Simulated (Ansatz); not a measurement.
A run for Ansatz (a quantum-chemistry and plane-wave program): U-CCSDT(Q)/def2-SVP on ClIn (SMILES [Cl][In]), 2S+1 = 3, a spin state set in the input, which need not be the lowest. Elements past Kr take the def2 small-core potentials; no spin–orbit coupling. The run froze 14 orbitals, filled d shells among them.

Ansatz 0.2 input:
```yaml
crystal:
  periodic: [false, false, false]
  atoms:
    - {symbol: Cl, position_ang: [-0.00000000, -0.00000000, -1.78372257]}
    - {symbol: In, position_ang: [0.00000000, 0.00000000, 0.61884253]}
basis:
  gaussian:
    orbitals: def2-SVP
magnetization: {spin_polarized: true, initial_magnetization: 2}
correlation: {method: ccsdt_q, electrons: outside_noble_gas}
scf: {omitted_lower_state_checks: [cluster_reference]}
```

The log:

```
WARN ansatz: RAYON_NUM_THREADS=2 ignored (pool sized by the plan → 2); use --threads N
Functional definition: HF
these checks for a lower state are left out or cut short: cluster_reference
integrals: 0.04 GiB planned
861 factors; integrals over basis functions are off by at most 1.4e-7 eV
mean field: 0.18 GiB planned
mean field evaluation 1: about -17646.9544 eV, gradient 7.8e0 eV
mean field evaluation 2: about -17647.0005 eV, gradient 7.8e0 eV
mean field evaluation 4: about -17647.8672 eV, gradient 1.7e0 eV
mean field evaluation 8: about -17647.9810 eV, gradient 2.2e-1 eV
mean field evaluation 16: about -17647.6156 eV, gradient 4.2e0 eV
mean field evaluation 32: about -17645.8242 eV, gradient 8.7e-7 eV
mean field -17647.98364569 eV, -648.5514367461 hartree, gradient 6.1e-6 eV, S^2 2.009572; 5 other end points of the search recorded, 0 dependent functions left out
14 core orbitals not correlated
reference -17647.98364569 eV, -648.5514367461 hartree; 6, 4 occupied and 24, 26 virtual orbitals, 861 factors
second order -4.14697198 eV of doubles, -0.00000000 eV of singles
coupled cluster: 0.17 GiB planned
cycle   1  -4.45992119 eV  change   -3.1e-1 eV  update   6.2e-2
cycle   2  -4.62337956 eV  change   -1.6e-1 eV  update   3.2e-2
cycle   3  -4.73766231 eV  change   -1.1e-1 eV  update   2.3e-2
cycle   4  -4.72834754 eV  change    9.3e-3 eV  update   8.7e-3
cycle   5  -4.72918775 eV  change   -8.4e-4 eV  update   5.0e-3
cycle   6  -4.73247532 eV  change   -3.3e-3 eV  update   2.5e-3
cycle   7  -4.73318883 eV  change   -7.1e-4 eV  update   1.2e-3
cycle   8  -4.73347691 eV  change   -2.9e-4 eV  update   4.6e-4
cycle   9  -4.73346397 eV  change    1.3e-5 eV  update   2.3e-4
cycle  10  -4.73333725 eV  change    1.3e-4 eV  update   9.7e-5
cycle  11  -4.73337304 eV  change   -3.6e-5 eV  update   4.6e-5
cycle  12  -4.73340147 eV  change   -2.8e-5 eV  update   2.1e-5
cycle  13  -4.73341496 eV  change   -1.3e-5 eV  update   9.3e-6
cycle  14  -4.73342274 eV  change   -7.8e-6 eV  update   4.7e-6
cycle  15  -4.73342409 eV  change   -1.3e-6 eV  update   2.6e-6
cycle  16  -4.73342345 eV  change    6.4e-7 eV  update   1.6e-6
cycle  17  -4.73342326 eV  change    1.9e-7 eV  update   9.0e-7
perturbative correction -0.01115115 eV, -0.0004097973 hartree
Total energy: -17652.72822010 eV, -648.7257966397 hartree
Checks for a lower state left out: cluster_reference
```

Self-consistency was reached.

Cost: about 16 core-seconds (a rough figure).
